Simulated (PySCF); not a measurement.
# How methods differ on the ionisation energy of Os⁶⁷⁺

Os⁶⁷⁺ [He] 2s2 2p5 [2p1/2^2 2p3/2^3, M_J = 3/2] → Os⁶⁸⁺ [He] 2s2 2p4 [2p1/2^2 2p3/2^2, M_J = 2], as a difference of total energies. Calculation: PySCF 2.14, in an uncontracted even-tempered set (16 s from 52 bohr⁻², ratio 2.4; 13 p from 68 bohr⁻², ratio 2.4; 5 d from 230 bohr⁻², ratio 2.6; 4 f from 350 bohr⁻², ratio 2.6); the two-component X2C-1e Hamiltonian. Correlated levels: nothing frozen; the 28 highest virtual spinors dropped. "Screened" scales the spin-orbit matrix elements by Boettger's factors to mimic the two-electron term; Breit and QED terms are absent.

```json
{"method": "GHF (spin-free)", "ionisation energy (eV)": "17363.6"}
{"method": "GMP2 (spin-free)", "ionisation energy (eV)": "17365.4"}
{"method": "GHF (screened spin-orbit)", "ionisation energy (eV)": "16915.6"}
{"method": "GMP2 (screened spin-orbit)", "ionisation energy (eV)": "16917.2"}
```

For this ion Breit and QED terms and the two-electron picture change, all absent here, outweigh the correlation shift from GHF to GMP2.

The spin-free rows relax to the high-spin LS determinant and lack the spin-orbit shift.

The labels give the starting determinants; with spin-orbit coupling the two ends relaxed to ⟨J²⟩ = 3.75, ⟨L²⟩ = 2.03, ⟨S²⟩ = 0.78 and ⟨J²⟩ = 6.00, ⟨L²⟩ = 3.31, ⟨S²⟩ = 1.38.

For comparison: 16900 ± 40 eV (theoretical estimate listed by NIST; NIST Atomic Spectra Database, ionization energies).
